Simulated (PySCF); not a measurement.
## Working with the constants of GeF

PBE0 constants of GeF, ²Π (doublet), unpaired electrons π ↑ (PySCF, scalar-relativistic core potentials, basis sets Ge cc-pVTZ-PP with ECP10, F cc-pVTZ; masses 73.9212 and 18.9984 u):

* ωe: 667.1 cm⁻¹
* ωexe: 3.02 cm⁻¹
* Be: 0.36272 cm⁻¹
* αe: 0.00255 cm⁻¹
* De to Ge + F: 5.20 eV

Task: What force constant and bond length do these constants imply?

Result: Reduced mass μred = 15.114 u; k = 5.8918×10⁻⁷·μred·ωe² (u, cm⁻¹, mdyn/Å) = 3.96 mdyn/Å; Re = √(16.8576/(μred·Be)) (u, cm⁻¹, Å) = 1.754 Å.

Task: Estimate the centrifugal constant D from the Kratzer relation and find the Dunham coefficient a1.

Result: D = 4Be³/ωe² = 4.29e-07 cm⁻¹; a1 = −1 − αeωe/(6Be²) = -3.15.

Spin–orbit coupling is left out. The state was picked by a PBE0 search and need not be the measured ground state.
